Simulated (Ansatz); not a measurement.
All numbers were calculated with Ansatz.

A structure relaxed at PBE0-D4/def2-TZVP, charge 0, multiplicity 1:

Cartesian coordinates in Å:
```
B 1.850 -0.359 1.484
N 0.624 0.016 0.902
C 0.267 1.370 0.832
C -0.881 1.854 0.367
Si -0.450 -1.194 0.179
Si -0.673 -0.843 -2.132
H 2.148 -1.515 1.532
H 2.568 0.497 1.914
H 1.036 2.040 1.203
H -1.046 2.923 0.349
H -1.688 1.226 0.006
H -1.783 -1.140 0.841
H 0.170 -2.512 0.448
H -0.995 -2.145 -2.780
H -1.759 0.118 -2.457
H 0.610 -0.336 -2.688
```

Give its formula and SMILES.

C2H10BNSi2, `BN(C=C)[SiH2][SiH3]`.

Point group (tolerance 0.08 Å, 0.16 Å for H)?

C1.

Summarise the bond lengths by kind.

1 × B–N 1.408 Å; 2 × B–H 1.194 to 1.198 Å; 1 × C–N 1.402 Å; 1 × N–Si 1.773 Å; 1 × C–C 1.330 Å; 3 × C–H 1.081 to 1.086 Å; 1 × Si–Si 2.348 Å; 5 × H–Si 1.481 to 1.489 Å.
